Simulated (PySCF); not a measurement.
N,N-dimethyl-1-methylsilylmethanamine (C4H13NSi), SMILES CN(C[SiH2]C)C.

Coordinates come from a PBE0-D3(BJ)/def2-SVP optimisation. Other conformers were not sampled.

Two levels are set side by side: TDA-PBE/def2-SVPD (PySCF) and TDA-M06-2X/def2-SVPD (PySCF). Vertical, same geometry. The lowest singlet is HOMO→LUMO 95 % with PBE and HOMO→LUMO+1 76 %, HOMO→LUMO 16 % with the other functional; states are paired by order. Differences are taken from unrounded values.

| quantity | TDA-M06-2X | TDA-PBE | TDA-PBE minus TDA-M06-2X |
|---|---|---|---|
| lowest singlet excitation (eV) | 5.98 | 4.71 | -1.27 |
| lowest triplet excitation (TDA) (eV) | 5.88 | 4.64 | -1.25 |

A lower first singlet is the usual sign of a functional without exact exchange. Differences between two approximate levels are no errors against the true value.

Rough cost on one machine, each run with all the roots and properties that it gave: TDA-M06-2X against TDA-PBE about 9 times.
